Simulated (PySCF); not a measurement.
# Dipole response of In⁺ (indium, charge +1)

[Kr] 4d10 5s2, closed-shell 1S. Calculation: PySCF 2.14, in aug-cc-pwCVTZ-DK3 with one added diffuse shell each of s, p, d, f type (11s10p8d5f1g, 125 functions); scalar relativity by spin-free X2C-1e. Coupled (time-dependent) response in atomic units; α is the mean over directions.

```
 method  mean α (bohr³)  C₆ (like pair)  S(−4)
    UHF           29.61           211.3  394.4
    PBE           23.75           163.5  235.0
   PBE0           25.01           173.2  266.2
r2SCANh           25.53           184.5  256.2
```

S(−4) is the Cauchy moment in α(ω) = α(0) + S(−4) ω² + …

α(iu) at r2SCANh:

| u (hartree) | α(iu) (bohr³) |
| --- | --- |
| 0 | 25.53 |
| 0.0500 | 24.91 |
| 0.100 | 23.24 |
| 0.200 | 18.57 |
| 0.300 | 14.33 |
| 0.500 | 9.080 |
| 0.750 | 6.008 |
| 1.00 | 4.446 |
| 1.50 | 2.869 |
| 2.00 | 2.058 |
| 3.00 | 1.225 |
| 5.00 | 0.5753 |

A single London oscillator, α(iu) = α/(1 + u²/ω²), gives C₆ = (3/4) ω α². Matching the computed C₆ needs ω = 4 × 184.5 / (3 × 25.53²) = 0.377 hartree.

For an ion, C₆ is the dispersion term alone; charge-induced terms of lower order in 1/R come first.
